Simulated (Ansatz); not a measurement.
BFH4OSi can be A, `B[SiH](O)F`, or B, `OB(F)[SiH3]`.

Gas-phase electronic energies from Ansatz, PBE0-D4/def2-TZVP geometries. CCSD(T)/CBS is the MP2 limit (def2-TZVPP, def2-QZVPP) plus CCSD(T) − MP2 in def2-TZVPP, frozen cores. Functionals use def2-TZVPP. B3LYP here is the variant with VWN-RPA as its local correlation; programs differ in this. One conformer a species, not always the lowest.

A:

```xyz
8

B     0.902   -0.935    0.461
Si   -0.510    0.118   -0.519
O    -0.360    1.725   -0.229
F    -1.913   -0.433    0.035
H     1.594   -1.758   -0.060
H     1.078   -0.736    1.629
H    -0.557    0.011   -1.994
H    -0.233    2.008    0.678
```

B:

Z-matrix (Å, degrees):
```
Si
B 1 2.039
H 1 1.487 2 110.6
H 1 1.487 2 110.6 3 -120.2
H 1 1.491 2 110.3 3 119.9
F 2 1.329 1 119.2 3 60.1
O 2 1.349 1 125.2 3 -120.0
H 7 0.959 2 113.8 1 0.0
```

(1) Which is lower in electronic energy at CCSD(T)/CBS, and by how much? (Estimate.)

(2) Give E(B) − E(A) in kJ/mol with B2PLYP, CCSD/def2-TZVPP, MP2/def2-TZVPP, B3LYP, HF/def2-TZVPP, LDA (SPW92), PBE-D4. (Estimate.)

(3) Does the order hold for the free energy at 298.15 K (harmonic terms from PBE0-D4)? (Estimate.)

Largest T1 diagnostic: 0.014.

## Answers

(1) Ansatz gave: B, by 59.0 kJ/mol.

(2) The calculation gave: B2PLYP -64.9, CCSD/def2-TZVPP -61.8, MP2/def2-TZVPP -60.6, B3LYP -69.3, HF/def2-TZVPP -47.7, LDA (SPW92) -102.0, PBE-D4 -86.0. None reverses the order clearly.

(3) Computed: Yes: G(B) − G(A) = -58.1 kJ/mol, for one conformer each.

At CCSD(T), def2-SVP lies −63.4 kJ/mol from the extrapolated value and def2-TZVPP −7.1 kJ/mol. From BLYP to BHLYP (50 % exact exchange), in def2-TZVPP and without D4, E(B) − E(A) moves by +14.0 kJ/mol.
